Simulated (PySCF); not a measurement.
H₃O₃Sn, SMILES [OH][Sn]([OH])[OH], multiplicity 2.

The structure is a stationary point at B3LYP-D3(BJ)/def2-SVP. The multiplicity is an assumed one; other spin states were not compared. The isomer is the one that the SMILES or the coordinates give; other isomers of the formula were not compared. The def2 effective core potentials stand for the cores of Sn; spin–orbit coupling is left out. One conformer was computed; it need not be the lowest.

The numbers are results of IEF-PCM-M06-2X/def2-SVP in PySCF, not measurements.

The values are the electrostatic part of the solvation free energy, E(continuum) − E(gas) at the gas-phase geometry, in a cavity of scaled van der Waals radii (PySCF's table); cavitation and dispersion terms are not included. A continuum can't describe solvent molecules that bind to the metal. The dipole moment in vacuum is 1.82 D.

Computed values in water (ε = 78.36), acetonitrile (ε = 35.69), acetone (ε = 20.49):
```csv
solvent,ε,ΔG(elec) (kcal/mol),dipole (D)
water,78.36,-11.8,2.30
acetonitrile,35.69,-11.5,2.28
acetone,20.49,-11.1,2.27
```
